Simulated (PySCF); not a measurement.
Compound: C5H9NO2Si.
Numbering: `[SiH3:1][CH2:2][CH2:3][O:4][c:5]1[n:6][cH:7][cH:8][o:9]1`

Cartesian coordinates in Å at the GFN2-xTB level; atoms count from 1:
```xyz
18
C5H9NO2Si angstrom
Si    -3.134    0.255   -0.833
C     -1.380    0.543   -0.161
C     -0.765   -0.719    0.416
O      0.506   -0.480    1.030
C      1.505   -0.249    0.199
N      1.494   -0.250   -1.096
C      2.791    0.029   -1.446
C      3.525    0.187   -0.324
O      2.699    0.008    0.749
H     -3.990   -0.235    0.251
H     -3.649    1.530   -1.333
H     -3.101   -0.733   -1.911
H     -0.730    0.905   -0.958
H     -1.394    1.309    0.616
H     -0.642   -1.474   -0.366
H     -1.374   -1.121    1.227
H      3.078    0.093   -2.475
H      4.552    0.409   -0.127
```

Probes without a nucleus sit at each ring's centroid and 1 Å off its mean plane on both sides; NICS is minus the shielding there, NICSzz its component along the normal. Level: GIAO PBE0/pcSseg-1 (PySCF, non-relativistic, gas phase) on the GFN2-xTB geometry, one conformer.

Ring bond lengths (Å), with Mayer bond orders in brackets: C5–N6 1.295 (1.60), N6–C7 1.373 (1.23), C7–C8 1.351 (1.67), C8–O9 1.366 (1.01), O9–C5 1.339 (1.11).

Question: What do the NICS probes read (ppm)?

Answer: 
| ring | type | NICS(0) | NICS(1), two faces | NICS(1)zz, two faces | rms pucker (Å) | centre to ring atoms, mean (Å) |
| --- | --- | --- | --- | --- | --- | --- |
| C5–N6–C7–C8–O9 | 5-membered ring with N and O; formal bonds all aromatic | -10.8 | -8.8 / -8.8 | -22.3 / -22.8 | 0.00 | 1.14 |

Question: What do they say, and how far can they be read as aromaticity?

Answer: 
- C5–N6–C7–C8–O9: mean NICS(1)zz -22.5 ppm, shielded. For a flat ring without four-coordinate atoms the NICS criterion counts such a value as aromatic.

Question: How equal are the bonds by HOMA? HOMA = 1 − mean of α(R − Ropt)² over the ring bonds, with Krygowski's 1993 parameters (CC: Ropt 1.388 Å, α 257.7 Å⁻²; CN: Ropt 1.334 Å, α 93.52 Å⁻²; CO: Ropt 1.265 Å, α 157.38 Å⁻²).

Answer: 
- C5–N6–C7–C8–O9: HOMA 0.38; the largest term is that of C8–O9, α(R − Ropt)² = 1.59.

Question: At the first NICS(1) probe listed for ring C5–N6–C7–C8–O9, 1 Å off the ring, how large is the induced field along the normal in 14.1 T applied along it?

Answer: NICSzz × B0 = -22.3 ppm × 14.1 T = -314 μT, against the applied field.
